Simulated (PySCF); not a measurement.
C6H13FGe.
Geometry (PBE0-D3(BJ)/def2-SVP, Å), atoms numbered from 1 in this order:
```xyz
21
C6H13FGe angstrom
C      2.7064    0.4221    0.0816
C      1.2035    0.3251    0.3037
C      0.6779   -1.0949    0.0750
C     -0.8176   -1.2908    0.3193
C     -1.7232   -0.5723   -0.6730
F     -1.3514   -0.9617   -1.9537
C     -1.6756    0.9436   -0.6023
Ge     0.1726    1.5815   -0.8090
H      2.9717    0.1753   -0.9596
H      3.2528   -0.2820    0.7331
H      3.0909    1.4326    0.2904
H      0.9758    0.6118    1.3475
H      0.9034   -1.4103   -0.9587
H      1.2347   -1.7912    0.7279
H     -1.0906   -0.9644    1.3380
H     -1.0491   -2.3664    0.2652
H     -2.7623   -0.9223   -0.5317
H     -2.0426    1.2752    0.3822
H     -2.3445    1.3743   -1.3623
H      0.6429    1.5187   -2.2757
H      0.3077    3.0335   -0.3014
```

Method: PySCF 2.14.0, density-fitted response routines, TDDFT CAM-B3LYP/def2-SVPD, vertical, gas phase, core orbitals frozen in the response. The CAM-B3LYP/def2-SVPD calculation is non-relativistic and has no spin–orbit coupling, an omission that weighs most on germanium.

Ground-to-excited transition dipoles (e·a0, same axes as the geometry; the sign carries no meaning), for the states with f of 0.002 or more among the lowest 8:

| state | E (eV) | μx | μy | μz |
| --- | --- | --- | --- | --- |
| S2 | 7.545 | -0.130 | -0.137 | 0.072 |
| S3 | 7.974 | 0.034 | 0.597 | -0.203 |
| S4 | 8.002 | 0.179 | -0.051 | 0.280 |
| S5 | 8.139 | -0.143 | 0.386 | -0.262 |
| S6 | 8.230 | 0.660 | -0.098 | 0.289 |
| S7 | 8.425 | 0.155 | -0.106 | 0.141 |
| S8 | 8.510 | 0.574 | -0.347 | 0.130 |

Task: What oscillator strength does each state have?

Result: f = (2/3) ΔE |μ|² with ΔE in hartree (27.2114 eV).

```tsv
state	|μ|² (au)	|μ| (D)	f
S2	0.041	0.51	0.008
S3	0.398	1.60	0.078
S4	0.113	0.85	0.022
S5	0.238	1.24	0.047
S6	0.529	1.85	0.107
S7	0.055	0.60	0.011
S8	0.467	1.74	0.097
```

Task: What angle do the transition dipoles of S6 and S7 make?

Result: |cos θ| = |μa·μb| / (|μa| |μb|) = 0.90, so θ ≈ 26° (taken between 0 and 90°, since the signs are arbitrary).

Task: What peak molar absorption coefficient would the strongest computed level give as a lone Gaussian band 0.4 eV wide at half height?

Result: ε(max) = 2.175×10⁸ f / FWHM, with the width in cm⁻¹. S6: 2.175×10⁸ × 0.1067 / 3226 ≈ 7200 L mol⁻¹ cm⁻¹.

All these states lie below the vertical ionisation energy of 9.52 eV (ΔSCF).

On Intel Xeon at 2.50 GHz, one thread, shared host with 64 logical CPUs at a one-minute load of 63, this took 12 min of wall time and 1.5 GiB of memory at its peak.

One conformer stands for the species.

Without π bonds the low states may be Rydberg-like; a valence basis with one diffuse set may place them up to an eV too high.
